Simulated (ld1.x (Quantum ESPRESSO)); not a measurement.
**How hard is this magnesium (Mg) ultrasoft potential?**

```json
{
  "Element": "Mg (Z = 12)",
  "Generator": "ld1.x (Quantum ESPRESSO) 7.5",
  "Type": "ultrasoft",
  "Functional": "Wu–Cohen",
  "Relativity": "scalar-relativistic",
  "Frozen core": "[He]",
  "Valence charge": "10",
  "Reference configuration": "2s2 2p6 3s2 3p0",
  "Partial waves": "2s (bound): rcut 0.95, rcutus 1.10 bohr; 3s (bound): rcut 0.95, rcutus 1.10 bohr; 2p (bound): rcut 1.10, rcutus 1.25 bohr; 3p (bound, empty): rcut 1.10, rcutus 1.25 bohr; 3d channel at 0.25 Ry: rcut 1.15, rcutus 1.35 bohr",
  "Local potential": "all-electron potential smoothed inside 0.90 bohr (lloc = -2)",
  "Core correction": "Bessel-smoothed model core inside 1.00 bohr",
  "Augmentation charge": "PSQ, radius 0.95 bohr"
}
```

The pseudo-atom Hamiltonian at the reference potential is diagonalised in spherical Bessel functions j_l(qr) that vanish at 20 bohr, with q² up to the cutoff. All-electron valence levels (Ry): 2s -5.8564, 3s -0.3440, 2p -3.4294, 3p -0.0956.

Question: How do the lowest levels (Ry) of each channel move with the cutoff, and are there ghosts?

Answer:

```json
{"cutoff (Ry)": "8", "s #1": "-4.8227", "s #2": "-0.2543", "p #1": "-1.8038", "p #2": "-0.0349", "p #3": "0.0647", "d #1": "0.0545", "f #1": "0.1083", "Σ f·Δε (mRy)": "12000.2"}
{"cutoff (Ry)": "18", "s #1": "-5.6961", "s #2": "-0.3125", "p #1": "-3.1162", "p #2": "-0.0677", "p #3": "0.0522", "d #1": "0.0544", "f #1": "0.1083", "Σ f·Δε (mRy)": "2262.7"}
{"cutoff (Ry)": "30", "s #1": "-5.8308", "s #2": "-0.3293", "p #1": "-3.3853", "p #2": "-0.0778", "p #3": "0.0494", "d #1": "0.0544", "f #1": "0.1083", "Σ f·Δε (mRy)": "345.2"}
{"cutoff (Ry)": "50", "s #1": "-5.8559", "s #2": "-0.3409", "p #1": "-3.4279", "p #2": "-0.0855", "p #3": "0.0474", "d #1": "0.0544", "f #1": "0.1083", "Σ f·Δε (mRy)": "16.0"}
{"cutoff (Ry)": "70", "s #1": "-5.8561", "s #2": "-0.3437", "p #1": "-3.4289", "p #2": "-0.0933", "p #3": "0.0455", "d #1": "0.0544", "f #1": "0.1083", "Σ f·Δε (mRy)": "4.6"}
{"cutoff (Ry)": "110", "s #1": "-5.8564", "s #2": "-0.3440", "p #1": "-3.4293", "p #2": "-0.0954", "p #3": "0.0450", "d #1": "0.0544", "f #1": "0.1083", "Σ f·Δε (mRy)": "0.5"}
{"cutoff (Ry)": "400", "s #1": "-5.8564", "s #2": "-0.3440", "p #1": "-3.4294", "p #2": "-0.0955", "p #3": "0.0450", "d #1": "0.0544", "f #1": "0.1083", "Σ f·Δε (mRy)": "0.0"}
```

Result: no extra level below or beside the all-electron valence levels (s, p, d, f tested); 10 mRy is reached at 55 Ry and 1 mRy at 90 Ry.
